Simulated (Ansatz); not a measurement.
Frontier orbitals of `C[NH][GeH2][Cl]`.

Total charge 0; spin multiplicity 1. Correlated methods include outer-core shells of Ge, which these sets cover unevenly. Scalar relativity is left out up to krypton. Geometry: relaxed with PBE0-D4/def2-TZVP. It is one conformer, not always the lowest. Basis def2-TZVPP, the Gaussian-basis code of Ansatz.

```tsv
functional	HOMO (eV)	LUMO (eV)	gap (eV)
PBE	-5.83	-0.63	5.20
revPBE	-5.78	-0.53	5.25
B97M-V	-6.24	-0.37	5.87
PBE0	-7.20	0.31	7.51
B3LYP	-6.97	0.01	6.98
ωB97M-V	-9.52	2.17	11.69
```

From PBE to PBE0 the HOMO moves by −1.37 eV and the LUMO by +0.95 eV, and with ωB97M-V by −3.68 and +2.81 eV, so the gap grows from 5.20 to 11.69 eV with exact exchange. A positive LUMO is unbound and depends on the basis.

B3LYP here is the variant with VWN-RPA as its local correlation; programs differ in this.
